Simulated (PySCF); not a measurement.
AlH6NO2Si. Atoms are numbered in the order given.

```xyz
11

Si    -1.2930    -0.7632     0.4162
N     -2.3462     0.6208     0.2474
Al     0.9223     0.0519    -0.1441
O      2.3280    -0.7134     0.4423
O      0.9412     1.4233    -1.1634
H     -1.3790    -1.2532     1.8273
H     -1.6526    -1.9614    -0.4252
H     -3.3443     0.5255     0.4155
H     -2.1776     1.2474    -0.5348
H      3.2552    -0.5061     0.3030
H      1.6811     1.9332    -1.5031
```
Charge 0, spin multiplicity 1.

Geometry optimised at B3LYP-D3(BJ)/def2-SVP. The structure was generated by enumeration; whether it is a known compound was not checked. One conformer was computed; it need not be the lowest.

Computed with TDA-CAM-B3LYP/def2-SVPD (PySCF).

Vertical excitations. Isolated molecule, no solvent.

```csv
state,energy (eV),λ (nm),f,main pairs
S1,5.79,214,0.008,"HOMO→LUMO+1 42 %, HOMO→LUMO+2 30 %, HOMO→LUMO 21 %"
S2,6.21,200,0.037,"HOMO→LUMO+1 52 %, HOMO→LUMO+2 23 %, HOMO→LUMO 18 %"
S3,6.45,192,0.088,"HOMO→LUMO 48 %, HOMO→LUMO+2 36 %"
S4,6.65,186,0.083,"HOMO−1→LUMO+1 67 %, HOMO−1→LUMO 21 %"
S5,6.87,180,0.121,"HOMO−1→LUMO 35 %, HOMO−1→LUMO+2 27 %, HOMO−1→LUMO+1 24 %"
S6,7.10,175,0.086,"HOMO−1→LUMO+2 51 %, HOMO−1→LUMO 32 %"
S7,7.29,170,0.001,HOMO−2→LUMO 88 %
S8,7.44,167,0.035,"HOMO−3→LUMO 74 %, HOMO−2→LUMO+1 16 %"
S9,7.60,163,0.001,HOMO−3→LUMO+1 92 %
S10,7.61,163,0.009,"HOMO→LUMO+3 61 %, HOMO→LUMO+6 20 %"
T1,5.06,245,0,"HOMO→LUMO+1 47 %, HOMO−1→LUMO+1 45 %"
T2,5.52,225,0,"HOMO→LUMO+2 63 %, HOMO→LUMO 15 %"
T3,5.90,210,0,"HOMO−1→LUMO 35 %, HOMO→LUMO 30 %, HOMO→LUMO+2 8 %"
T4,5.99,207,0,"HOMO−1→LUMO+1 29 %, HOMO−1→LUMO+2 26 %, HOMO→LUMO+1 15 %, HOMO→LUMO 6 %"
```
Triplets are in the Tamm–Dancoff approximation.
